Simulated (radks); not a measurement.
The numbers below are computed, except where a source is named.
Problem. The table gives one normalised radial function P(r) = r R(r) of As21+ in [Ne] 3s2 (r in bohr). Level of theory: scalar-relativistic Kohn-Sham, BLYP, spin-polarised, spherical densities, finite nucleus; Fermi nuclear charge, rms radius 4.0968 fm (a radial shooting solver on a logarithmic mesh with Libxc functionals).

| r | P |
|---|---|
| 0.004107 | 1.4296 |
| 0.005138 | 1.7174 |
| 0.006377 | 2.0332 |
| 0.007978 | 2.3971 |
| 0.009901 | 2.7748 |
| 0.01239 | 3.1779 |
| 0.0155 | 3.5660 |
| 0.01923 | 3.8904 |
| 0.02406 | 4.1279 |
| 0.02986 | 4.2116 |
| 0.03736 | 4.0994 |
| 0.04674 | 3.7561 |
| 0.05801 | 3.2155 |
| 0.07258 | 2.4978 |
| 0.09007 | 1.7558 |
| 0.1127 | 1.0591 |
| 0.141 | 0.5353 |
| 0.175 | 0.2252 |
| 0.2189 | 0.0703 |
| 0.2717 | 0.0166 |
| 0.3399 | 0.0025 |
| 0.4218 | 0.0002 |
| 0.5278 | 0.0000 |
| 0.6603 | 0.0000 |
| 0.8195 | 0.0000 |
| 1.025 | 0.0000 |
| 1.272 | 0.0000 |
| 1.592 | 0.0000 |

Which n and l does it have? It may be an empty orbital.

Solution. n = 1, l = 0: the number of nodes gives n - l - 1 = 0, the rise at small r (about r^(l+1)) gives l, and the extent must fit the shell. The curve is that of 1s. 1s: eigenvalue -12633.2 eV, 0 radial nodes, <r> = 0.0455 bohr, 90 % of the charge inside 0.0813 bohr.
